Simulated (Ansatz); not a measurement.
Correlation energies of `[NH2][GeH2][S]` radical by basis set

Cartesian coordinates in Å:
```
N 0.3294 -0.4453 -1.0545
Ge -0.0303 0.2375 0.6064
S -0.7318 2.3166 0.3847
H 0.8198 -1.3292 -1.0525
H -0.4681 -0.5028 -1.6720
H 1.2775 0.1480 1.4069
H -1.1964 -0.4247 1.3810
```

Total charge 0; spin multiplicity 2. Correlated methods include outer-core shells of Ge, which these sets cover unevenly. Scalar relativity is left out up to krypton. The structure was optimised at the PBE0-D4/def2-TZVP level. It is one conformer, not always the lowest. Frozen core, unrestricted reference, the Gaussian-basis code of Ansatz.

```tsv
basis	HF (Eh)	MP2 corr.	CCSD corr.	(T)	CCSD(T) total
def2-SVP	-2529.25321	?	-0.53691	-0.01437	?
def2-TZVPP	-2529.72723	?	?	-0.02528	?
def2-QZVPP	-2529.78351	?	–	–	–
```

Fill in the withheld values. (Best estimate.)

The calculation gave: def2-SVP MP2 corr.: -0.50546; def2-SVP CCSD(T) total: -2529.80449; def2-TZVPP MP2 corr.: -0.61654; def2-TZVPP CCSD corr.: -0.65110; def2-TZVPP CCSD(T) total: -2530.40361; def2-QZVPP MP2 corr.: -0.90962.
